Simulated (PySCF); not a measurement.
Compound: C10H22.
Cartesian coordinates in Å at the PBE0-D3(BJ)/def2-SVP level; atoms count from 1:
```xyz
32
C10H22 angstrom
C      2.5122   -1.4858    1.6550
C      2.6690   -0.6444    0.3974
C      1.4087    0.1049   -0.0489
C      1.7344    1.0521   -1.1984
C      0.2807   -0.8644   -0.4096
C     -1.0474   -0.2541   -0.8702
C     -2.0250   -1.3710   -1.2257
C     -1.6235    0.7711    0.1297
C     -2.8511    1.4857   -0.4275
C     -1.9167    0.1837    1.5071
H      2.1277   -0.8810    2.4927
H      3.4768   -1.9113    1.9707
H      1.8186   -2.3279    1.5108
H      3.4701    0.0971    0.5605
H      3.0183   -1.2811   -0.4362
H      1.0794    0.7166    0.8123
H      2.5799    1.7097   -0.9429
H      0.8824    1.6971   -1.4599
H      2.0138    0.4881   -2.1043
H      0.6464   -1.5320   -1.2119
H      0.0813   -1.5258    0.4501
H     -0.8525    0.3090   -1.8011
H     -1.5875   -2.0391   -1.9836
H     -2.2685   -1.9921   -0.3488
H     -2.9691   -0.9835   -1.6358
H     -0.8447    1.5425    0.2640
H     -3.1454    2.3249    0.2217
H     -2.6585    1.8916   -1.4335
H     -3.7194    0.8117   -0.5002
H     -2.2814    0.9647    2.1922
H     -2.6950   -0.5947    1.4583
H     -1.0232   -0.2654    1.9666
```

Computed, not measured: PBE0-D3(BJ)/def2-SVP geometry optimisation, gas phase in PySCF 2.14.0.

Masses are those of the commonest isotopes; rigid-rotor values at the optimised geometry. The values belong to one conformer with, in the numbering `[CH3:1][CH2:2][C@@H:3]([CH3:4])[CH2:5][C@@H:6]([CH3:7])[CH:8]([CH3:9])[CH3:10]`, C1–C2–C3–C4 172°, C2–C3–C5–C6 180°, C3–C5–C6–C7 178°, C5–C6–C8–C9 173°.

Task: Give the principal moments of inertia and the rotational constants in MHz.

Result: Ia = 279.99, Ib = 727.37, Ic = 764.30 u·Å²; 505379 MHz·u·Å²/I gives A = 1805, B = 694.8, C = 661.2 MHz.

Task: What kind of rotor is it?

Result: A near-prolate asymmetric top: κ = (2 × 694.8 − 1805 − 661.2)/(1805 − 661.2) = -0.94.

Task: What does the inertial defect say?

Result: Not planar: Δ = Ic − Ia − Ib = -243.06 u·Å². For a rigid frame Δ = −2 Σ m c², so Σ m c² = 121.53 u·Å² lies off the ab plane: 37.50 from hydrogen and 84.02 from heavier atoms. The atom farthest from that plane is 2.82 Å away.

Task: Give the other two planar moments, Paa and Pbb, and the rms extents of the mass along the axes.

Result: Paa = Σ m a² = (Ib + Ic − Ia)/2 = 605.84 and Pbb = Σ m b² = (Ia + Ic − Ib)/2 = 158.46 u·Å². With the mass M = 142.17 u, the rms extents √(P/M) along a, b and c are 2.06, 1.06, 0.92 Å.

Task: Where do the levels up to J = 2 lie, in MHz?

Result: Above 0(0,0):
J = 1: 1(0,1) 1356, 1(1,1) 2466, 1(1,0) 2500
J = 2: 2(0,2) 4067, 2(1,2) 5145, 2(1,1) 5245, 2(2,1) 8576, 2(2,0) 8577

The dipole components are |μa| = 0.08 D, |μb| = 0.04 D, |μc| = 0.10 D.

Task: Estimate the classical rotational partition function at 50 K, 100 K and 500 K.

Result: Point group C1, symmetry number σ = 1; q = (√π/σ)·√((kT/h)³/(ABC)), k/h = 20836.6 MHz/K: 65500 at 50 K, 185000 at 100 K, 2070000 at 500 K.

Whether it is a minimum is left open (no frequencies). No vibrational averaging or centrifugal distortion is included, and the geometry carries the error of its method. A rigid rotor knows nothing of internal rotation, which can split or shift real lines.

The run took 2.3 min of wall time on one thread, Arm Neoverse V2, shared host. That covers the optimisation of the geometry.
